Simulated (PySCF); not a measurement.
SMILES Fc1ccc([Si](F)(F)F)s1, GFN2-xTB optimised geometry.

```
12

F     -1.85    -2.97     0.00
C     -1.06    -1.90     0.00
C      0.30    -1.90     0.00
C      0.80    -0.58     0.00
C     -0.17     0.39     0.00
Si     0.08     2.22     0.00
F      1.62     2.60    -0.01
F     -0.54     2.97     1.25
F     -0.56     2.97    -1.25
S     -1.76    -0.32     0.00
H      0.90    -2.79     0.00
H      1.85    -0.35     0.00
```

Density from PBE/def2-TZVP in PySCF 2.14.0 at that geometry.

Minimum of the electron density along straight lines between bonded atoms, close to the bond critical point (lines longer than 1.1 times the sum of covalent radii, or with two minima, are not listed):

| bond | length / Å | ρ at the minimum / e bohr⁻³ | ∇²ρ there / e bohr⁻⁵ | position (fraction from the first atom) |
|---|---|---|---|---|
| F1–C2 | 1.330 | 0.277 | [?] | 0.66 |
| C2–C3 | 1.359 | 0.331 | -0.95 | 0.53 |
| C3–C4 | 1.407 | 0.303 | -0.83 | 0.50 |
| C4–C5 | 1.370 | 0.321 | -0.89 | 0.49 |
| C5–Si6 | 1.850 | 0.127 | [?] | 0.61 |
| Si6–F7 | 1.585 | 0.146 | 1.03 | 0.42 |
| Si6–F8 | 1.585 | 0.146 | 1.03 | 0.42 |
| Si6–F9 | 1.585 | 0.146 | 1.03 | 0.42 |
| C2–S10 | 1.723 | 0.214 | [?] | 0.50 |
| C5–S10 | 1.741 | 0.203 | -0.36 | 0.47 |
| C3–H11 | 1.074 | 0.286 | -1.01 | 0.65 |
| C4–H12 | 1.075 | 0.289 | -1.03 | 0.65 |

Task: What belongs in the gaps?

Result: 
- F1–C2, ∇²ρ there / e bohr⁻⁵: -0.13
- C5–Si6, ∇²ρ there / e bohr⁻⁵: 0.18
- C2–S10, ∇²ρ there / e bohr⁻⁵: -0.43
